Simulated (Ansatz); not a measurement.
A series at Si: from `[SiH3]S[SiH2]Cl`, ligands are replaced one by one, each step taking up HCl and setting free H₂; n counts the steps. Ansatz, PBE0-D4/def2-TZVP geometries. Each molecule was computed in one conformer, which needn't be the lowest.

CBS adds triple-zeta CCSD(T) − MP2 to the MP2 limit, frozen cores; atoms without spin–orbit coupling. 

| n | molecule | atomization energy, CCSD(T)/CBS (kJ/mol) |
| --- | --- | --- |
| 0 | `[SiH3]S[SiH2]Cl` | 2722.0 |
| 1 | `Cl[SiH2]S[SiH2]Cl` | 2790.2 |
| 2 | `Cl[SiH2]S[SiH](Cl)Cl` | ? |
| 3 | `Cl[SiH2]S[Si](Cl)(Cl)Cl` | 2919.3 |

Task: By hand: fit a straight line y = ȳ + b (n − n̄) to the 3 given rows and predict n = 2.

Result: n̄ = 1.333, ȳ = 2810.50; Σ(n − n̄)(y − ȳ) = 306.10, Σ(n − n̄)² = 4.667, so b = 65.59 kJ/mol a step. Prediction: 2810.50 + (65.59) × (0.667) = 2854.2 kJ/mol.

Task: By hand: compare with the computed value, 2855.7 kJ/mol, and give the steps along the whole series.

Result: The line misses by 1.5 kJ/mol (computed minus predicted). Steps: 68.2, 65.5, 63.6 kJ/mol.

The steps differ by at most 4.6 kJ/mol, 7 % of a mean step, so the ligands' effects nearly add and a line is close. The miss is 0.8 % of the series' range. The energies themselves are unsure by some kJ/mol a bond, though much of that is common to the series.
